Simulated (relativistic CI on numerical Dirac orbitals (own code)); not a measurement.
Ligand-field terms of d2

Computed with a parametric ligand-field model of a d^n configuration (Racah B and C, spin-orbit zeta, crystal field), exact diagonalisation.

Field parameters in Wybourne normalisation: Oh B⁴₀ = 21Dq, B⁴₄ = √(5/14) B⁴₀. The field is a parameter set, without covalency.

B = 600 cm⁻¹, C = 2210 cm⁻¹ (C/B = 3.68), Oh, no spin-orbit coupling. Tanabe-Sugano data, E/B above the lowest term (Δ = |10Dq|; b, c mark the second and third term of a kind):

| Δ/B | 3T1 | 3T2 | 3A2 | 1T2 | 1E | 1A1 |
| --- | --- | --- | --- | --- | --- | --- |
| 1.0 | 0.00 | 0.81 | 1.81 | 12.71 | 13.18 | 20.34 |
| 5.0 | 0.00 | 4.22 | 9.22 | 13.59 | 14.41 | 23.71 |
| 9.0 | 0.00 | 7.82 | 16.82 | 13.89 | 14.50 | 26.17 |
| 13.0 | 0.00 | 11.53 | 24.53 | 13.97 | 14.43 | 27.87 |
| 17.0 | 0.00 | 15.32 | 32.32 | 13.97 | 14.32 | 29.04 |
| 21.0 | 0.00 | 19.16 | 40.16 | 13.94 | 14.23 | 29.85 |
| 25.0 | 0.00 | 23.03 | 48.03 | 13.90 | 14.15 | 30.43 |
| 29.0 | 0.00 | 26.92 | 55.92 | 13.87 | 14.08 | 30.87 |
| 33.0 | 0.00 | 30.84 | 63.84 | 13.84 | 14.02 | 31.20 |
| 37.0 | 0.00 | 34.77 | 71.77 | 13.81 | 13.97 | 31.46 |
| 41.0 | 0.00 | 38.71 | 79.71 | 13.78 | 13.93 | 31.67 |
| 45.0 | 0.00 | 42.66 | 87.66 | 13.75 | 13.89 | 31.84 |

The ground term stays 3T1.
